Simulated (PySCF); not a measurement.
C4H10Si2, SMILES C[Si@H]1C=CC[SiH2]1. Atoms are numbered in the order given.

```xyz
16

C      2.5457     0.0081     0.5402
Si     0.9666    -0.5192    -0.3420
C     -0.2757    -1.3421     0.8054
C     -1.4906    -0.7811     0.9508
C     -1.9557     0.4651     0.2432
Si    -0.5604     1.1762    -0.8604
H      3.0819    -0.8679     0.9378
H      3.2219     0.5374    -0.1485
H      2.3122     0.6799     1.3799
H      1.3249    -1.4120    -1.4919
H     -0.0568    -2.2561     1.3708
H     -2.2214    -1.2484     1.6270
H     -2.8484     0.2364    -0.3659
H     -2.2964     1.2131     0.9806
H     -0.9909     1.2745    -2.2896
H     -0.1561     2.5442    -0.4043
```
Charge 0, spin multiplicity 1.

Geometry optimised at PBE0-D3(BJ)/def2-SVP. The structure was generated by enumeration; whether it is a known compound was not checked. The values are those of a single conformer.

Two levels are set side by side: PBE/pcSseg-1 (PySCF) and KT2/pcSseg-1 (PySCF). GIAO shifts against TMS (²⁹Si), TMS (¹H), TMS (¹³C) at the same level; non-relativistic, no solvent, atoms listed together averaged. Differences are taken from unrounded values.

```tsv
quantity	KT2	PBE	PBE minus KT2
δ(¹³C) of C1 (ppm)	-1.6	-2.0	-0.3
δ(²⁹Si) of Si2 (ppm)	-35.8	-34.9	0.9
δ(¹³C) of C3 (ppm)	130.5	139.8	9.3
δ(¹³C) of C4 (ppm)	152.1	161.3	9.2
δ(¹³C) of C5 (ppm)	21.3	22.2	0.9
δ(²⁹Si) of Si6 (ppm)	-73.5	-73.4	0.1
δ(¹H) of H10 (ppm)	5.00	5.02	0.02
δ(¹H) of H11 (ppm)	6.52	6.70	0.18
δ(¹H) of H12 (ppm)	7.16	7.27	0.11
δ(¹H) of H13, H14 (ppm)	2.36	2.36	0.01
```

Rough cost on one machine, each run with all the roots and properties that it gave: KT2 against PBE within a factor of 2.
